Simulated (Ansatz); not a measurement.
The cluster Pd2Au⁺, relaxed as a singlet with RKS PBE-D4/def2-TZVP in Ansatz, starting from the GFN1-xTB geometry. Force threshold 0.02 eV/Å.

In the def2 sets Au, Pd take a core potential; there is no spin–orbit coupling. An occupied level of the charge 1 singlet lies above an empty one (by up to 0.21 eV), so this SCF solution is probably not the lowest. The relaxation made no stability test and no search for a lower SCF solution. No other spin state of charge 1 was run. The structure comes from a short search, and lower isomers may exist.

Start:

```tsv
atom	x (Å)	y (Å)	z (Å)
Pd1	-1.0032	0.0597	0.2683
Pd2	0.3753	-2.0362	-0.4526
Au3	0.6279	1.9765	0.1843
```

| step | energy (eV) | largest force component (eV/Å) | SCF passes |
| --- | --- | --- | --- |
| 1 | -10649.0053 | 0.350 | 62 |
| 2 | -10649.1286 | 0.354 | 43 |
| 3 | -10649.2631 | 0.577 | 42 |
| 4 | -10649.4797 | 0.862 | 42 |
| 5 | -10649.6917 | 0.632 | 58 |
| 6 (rejected) | -10649.5094 | 2.562 | 36 |
| 7 | -10649.7391 | 0.135 | 40 |
| 8 | -10649.7406 | 0.012 | 27 |

Force components are those of the run's own axes.

End:

| atom | x (Å) | y (Å) | z (Å) |
| --- | --- | --- | --- |
| Pd1 | -1.3894 | 0.0098 | 0.3589 |
| Pd2 | 0.5722 | -1.2632 | -0.3680 |
| Au3 | 0.8172 | 1.2534 | 0.0092 |

Bonds formed: Pd2–Au3 (atoms count from 1). The end is the same structure that another start reached, the lowest one found.

No frequencies were taken in this run, so the end may be a saddle point.

Run time 10 s (4 threads of Arm Neoverse V1 on a shared host).
